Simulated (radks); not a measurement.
Values are calculated unless marked as measured or tabulated.
Valence configurations of Ba II (all share [Xe]). Level of theory: Dirac Kohn-Sham, BLYP, spin-unpolarised, spherical densities, finite nucleus; open shells are shared between the two j in proportion to 2j + 1; Fermi nuclear charge, rms radius 4.8378 fm (a radial shooting solver on a logarithmic mesh with Libxc functionals). Energies are relative to 6s1; eigenvalues in eV.

valence      E (eV)  e(4f5/2)  e(4f7/2)  e(5d3/2)  e(5d5/2)  e(6p1/2)
6s1           0.000         -         -         -         -         -
5d0.5 6s0.5   0.363         -         -    -6.481    -6.340         -
5d1           0.816         -         -    -5.954    -5.822         -
4f0.5 6s0.5   2.321    -2.216    -2.108         -         -         -
6p1           2.672         -         -         -         -    -5.621
4f1           4.921    -2.148    -2.071         -         -         -

NIST lists [Xe] 6s1 as the ground configuration; this level of theory agrees among the configurations tried. The energies are those of spherical spin-averaged densities, not of single terms.
